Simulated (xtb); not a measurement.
C2H6Si, SMILES C1C[SiH2]1. All values are semi-empirical tight-binding results from xtb (GFN2-xTB unless named), good for trends rather than for accurate numbers. Coordinates come from a GFN2-xTB optimisation.

Optimised geometry:

```xyz
9

C      0.0000    -0.7674    -0.8577
C      0.0000     0.7674    -0.8577
Si     0.0000     0.0000     0.8599
H      0.8924    -1.2393    -1.2443
H     -0.8924    -1.2393    -1.2443
H     -0.8924     1.2393    -1.2443
H      0.8924     1.2393    -1.2443
H      1.2394     0.0000     1.6156
H     -1.2394     0.0000     1.6156
```

### Question
Estimate the properties. (The exact figures need the calculation; the answer reports its results.)

### Answer

```
Quantity                                          Value
----------------------------------------  -------------
point group as xtb finds it                         C2v
orbital gap                                     3.96 eV
dipole moment                                    0.72 D
zero-point energy                         43.1 kcal/mol
G − E(el) at 298.15 K (modified RRHO)     27.3 kcal/mol
static polarisability (D4 model)             50.6 bohr³
solvation energy, GFN2-xTB/ALPB(water)     0.9 kcal/mol
solvation energy, GFN2-xTB/ALPB(acetone)  -1.7 kcal/mol
```

Computed atomic charges and the Wiberg bond orders between heavy atoms:
charges (e) C1 -0.15, C2 -0.15, Si3 0.40, H4 0.02, H5 0.02, H6 0.02, H7 0.02, H8 -0.08, H9 -0.08. Bond orders C1–C2 1.01, C1–Si3 0.90, C2–Si3 0.90.
